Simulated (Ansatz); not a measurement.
System: ZnF2, net charge 0, singlet state. 
Geometry from a B3LYP-D3(BJ)/def2-TZVP (Ansatz, an electronic-structure program) optimisation:
```xyz
3

Zn     0.0000     0.0000     0.0000
F      0.0000     0.0000    -1.7405
F      0.0000     0.0000     1.7405
```

Basis-set convergence of Hartree-Fock and CCSD correlation energies (hartree) with Ansatz. Correlated levels leave the core frozen unless marked. Spin-orbit coupling is left out. Frozen are the shells of the preceding noble gas and the d and f shells that filled before the atom's block. No relativistic terms.

```tsv
basis	functions	E(HF)	E(corr, CCSD)
def2-SVPD	80	-1976.35977	-0.68874
def2-TZVPPD	147	?	?
```

### Question
What belongs in the gaps?

### Answer

- def2-TZVPPD, E(HF): -1976.83280
- def2-TZVPPD, E(corr, CCSD): -0.96299
